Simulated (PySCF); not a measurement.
UHF on Mo- (molybdenum, charge -1), [Kr] 4d5 5s2, high-spin 6S determinant. Computed with PySCF 2.14 in x2c-TZVPPall with one added diffuse shell each of s, p, d, f type (9s7p7d3f1g, 95 functions), with the spin-free X2C one-electron Hamiltonian (Gaussian nucleus).

```
cycle= 1 E= -4046.18048731901  delta_E= -1.38e-08  |g|= 5.39e-05  |ddm|= 0.00169
cycle= 2 E= -4046.18048732459  delta_E= -5.58e-09  |g|= 3.58e-05  |ddm|= 0.00106
cycle= 3 E= -4046.18048732638  delta_E= -1.79e-09  |g|= 1.4e-05  |ddm|= 0.000444
cycle= 4 E= -4046.18048732935  delta_E= -2.97e-09  |g|= 5.07e-06  |ddm|= 0.0014
cycle= 5 E= -4046.18048732958  delta_E= -2.38e-10  |g|= 2.22e-06  |ddm|= 0.00033
converged SCF energy = -4046.18048732958  <S^2> = 9.1840125  2S+1 = 6.1429675
```

Highest occupied orbital energy: 0.318 eV; ⟨L²⟩ = 0.00; populations by l: s 10.00, p 18.00, d 15.00, f 0.00.

(1) Can this result be used?

Results:

(1) With care. Self-consistency was reached. ⟨S²⟩ = 9.18 against 8.75 shows spin contamination. At UHF the highest occupied level has a positive energy, so only the finite basis holds that electron.
